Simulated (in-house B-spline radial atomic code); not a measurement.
Computed with a B-spline radial atomic code. Model: two electrons, singlet ground state, non-relativistic, full CI in B-splines with partial waves to l = 8 (at full coupling up to 3e-4 hartree above the limit, correlation up to 0.6 % small), density held at that of full coupling by Lieb maximisation.

W(λ) is the mean repulsion in the state of coupling λ less the Hartree energy of the fixed density. Its start is exact exchange, its initial slope is twice the second-order Görling-Levy correlation energy, and its area from 0 to 1 is E_xc. A straight curve means weak, dynamic correlation, and a curve that drops fast and flattens means strong correlation.

Command:
```bash
python run_ac.py task.json out
```
Settings (lengths in bohr, energies in hartree):
```
potential              yukawa
strength               3.74
lmax                   8
second                 0.153
```

Run time, properties included: 6.3 s on 1 thread of Intel(R) Xeon(R) Processor @ 2.30GHz, on a shared host.

**W = mean repulsion less Hartree energy, and W of three functionals.**

Given: confinement screened point charge; nuclear charge 3.74; screening of the nucleus 0.153 1/bohr; external potential -Z exp(-k r)/r.

Computed: PBE exchange minus exact 35.125 millihartree; SCAN exchange minus exact -4.5639 millihartree.

```
coupling  W xc (hartree)  W xc minus exchange (millihartree)  kinetic minus Kohn-Sham (millihartree)  LDA (PW92) W minus its exchange (millihartree)  PBE W minus its exchange (millihartree)  SCAN W minus its exchange (millihartree)
       0         -2.1098                                   0                                       0                                               0                                        0                                         0
    0.02         -2.1117                              -1.881                                       0                                          -13.61                                    -1.84                                     -1.84
    0.05         -2.1145                              -4.687                                     0.1                                          -28.51                                    -4.64                                     -4.55
    0.12         -2.1209                             -11.165                                     0.7                                          -56.07                                   -11.19                                    -10.76
    0.25         -2.1327                             -22.939                                     2.8                                          -96.18                                   -23.35                                    -21.89
     0.4               ?                                   ?                                       ?                                               ?                                        ?                                         ?
     0.6         -2.1629                              -53.08                                    15.6                                          -175.7                                   -55.19                                    -49.89
     0.8         -2.1791                             -69.351                                      27                                         -211.73                                    -72.6                                    -64.82
       1         -2.1948                             -84.979                                      41                                         -243.62                                    -89.4                                     -79.1
     1.4               ?                                   ?                                       ?                                               ?                                        ?                                         ?
       2         -2.2644                             -154.64                                   144.4                                         -366.46                                  -164.68                                   -142.31
       3         -2.3225                             -212.68                                   288.6                                         -455.22                                  -227.74                                   -195.06
     4.5         -2.3932                              -283.4                                   551.7                                         -555.07                                  -305.31                                   -260.19
       7         -2.4809                             -371.16                                    1050                                         -673.12                                  -403.91                                   -343.27
      10          -2.555                             -445.18                                  1672.6                                         -771.97                                  -490.66                                   -416.04
```

Question: What belongs in the row 0.4?

Answer: W xc (hartree): -2.1459; W xc minus exchange (millihartree): -36.127; kinetic minus Kohn-Sham (millihartree): 7.1; LDA (PW92) W minus its exchange (millihartree): -133.73; PBE W minus its exchange (millihartree): -37.19; SCAN W minus its exchange (millihartree): -34.2.

Question: What belongs in the row 1.4?

Answer: W xc (hartree): -2.2242; W xc minus exchange (millihartree): -114.45; kinetic minus Kohn-Sham (millihartree): 76.3; LDA (PW92) W minus its exchange (millihartree): -298.65; PBE W minus its exchange (millihartree): -121.18; SCAN W minus its exchange (millihartree): -105.88.

Question: What is the LDA exchange minus exact?

Answer: 296.17 millihartree.

**Energy parts, natural occupations and partial-wave weights.**

Computed: total energy -10.6989 hartree; exchange energy -2.1098 hartree; correlation energy -0.043959 hartree; kinetic part of the DFT correlation energy 0.04102 hartree; initial slope twice GL2 -0.094276 hartree; Kohn-Sham kinetic 11.727 hartree; Lieb Oxford ratio E_xc over LDA exchange 1.1875.

```json
{"natural": "s", "occupation of the shell (electrons)": "1.9959"}
{"natural": "p", "occupation of the shell (electrons)": "0.0022173"}
{"natural": "s", "occupation of the shell (electrons)": "0.0016331"}
{"natural": "d", "occupation of the shell (electrons)": "0.00011137"}
{"natural": "p", "occupation of the shell (electrons)": "?"}
{"natural": "s", "occupation of the shell (electrons)": "3.4696e-05"}
```

Question: What belongs in the row p?

Answer: occupation of the shell (electrons): 8.0465e-05.

```json
{"wave": "s", "weight": "0.99877"}
{"wave": "p", "weight": "?"}
{"wave": "d", "weight": "6.2535e-05"}
{"wave": "f", "weight": "9.0138e-06"}
{"wave": "g", "weight": "2.121e-06"}
```

Question: What belongs in the row p?

Answer: weight: 0.001153.

Question: What is the kinetic part over minus potential part?

Answer: 0.48271.

Question: What is the Hartree energy?

Answer: 4.2196 hartree.

Half-way to full coupling W has made 52 % of its drop, against 50 % for a straight line, and second-order (GL2) theory, half the initial slope, overshoots the correlation energy by about 7 %: correlation is weak here. Over couplings 0 to 1 the errors in E_xc come to about +194 millihartree for LDA, +33 millihartree for PBE, -1.9 millihartree for SCAN, so SCAN is nearest. In LDA and PBE and SCAN the errors of exchange and correlation have opposite signs, so the sum is smaller than the larger of the two.
